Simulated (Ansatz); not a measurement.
The lowest singlet and triplet of CH2S (SMILES C=S); geometries from B3LYP-D3(BJ)/def2-TZVP, each state relaxed from the structure named, with no frequency check.
Singlet (charge 0, multiplicity 1):
```xyz
4

C     -0.989     0.132     0.223
S      0.565    -0.075    -0.127
H     -1.561     0.979    -0.152
H     -1.540    -0.565     0.852
```
Triplet (charge 0, multiplicity 3):
```json
[
 {"atom": "C", "x (Å)": "-1.0231", "y (Å)": "0.1733", "z (Å)": "0.2882"},
 {"atom": "S", "x (Å)": "0.5784", "y (Å)": "-0.0925", "z (Å)": "-0.1546"},
 {"atom": "H", "x (Å)": "-1.5685", "y (Å)": "1.0056", "z (Å)": "-0.1374"},
 {"atom": "H", "x (Å)": "-1.5475", "y (Å)": "-0.5646", "z (Å)": "0.8815"}
]
```

A positive gap puts the triplet lower; no zero-point energy. R- takes a restricted singlet. The triplet is unrestricted in single-reference levels. Active spaces average the two states.

Frozen-core correlation.

Programs: Ansatz (Gaussian orbitals). 

| level | gap E(singlet) − E(triplet), adiabatic (kcal/mol) |
|---|---|
| R-HF/cc-pV(D+d)Z | -20.73 |
| R-B3LYP/def2-TZVPP | -38.00 |
| R-PBE0/def2-TZVPP | -35.96 |
| R-MP2/cc-pV(D+d)Z | -44.72 |
| R-CCSD/cc-pV(Q+d)Z | ? |
| R-CCSD(T)/cc-pV(D+d)Z | -42.47 |
| R-CCSD(T)/cc-pV(T+d)Z | -42.42 |
| SC-NEVPT2 on SA-CASSCF(4,3)/cc-pV(D+d)Z | -44.43 |
| FIC-MRCISD+Q on SA-CASSCF(4,3)/cc-pV(Q+d)Z | -44.81 |

Q: What belongs in the gaps?

A: 
- R-CCSD/cc-pV(Q+d)Z, gap E(singlet) − E(triplet), adiabatic (kcal/mol): -40.09

Doubts at one or more of the structures used: a restricted determinant that unrestricted orbitals would lower (R-HF/cc-pV(D+d)Z, R-MP2/cc-pV(D+d)Z, R-CCSD/cc-pV(Q+d)Z, R-CCSD(T)/cc-pV(D+d)Z, R-CCSD(T)/cc-pV(T+d)Z).

Ansatz is a program for electronic structure.
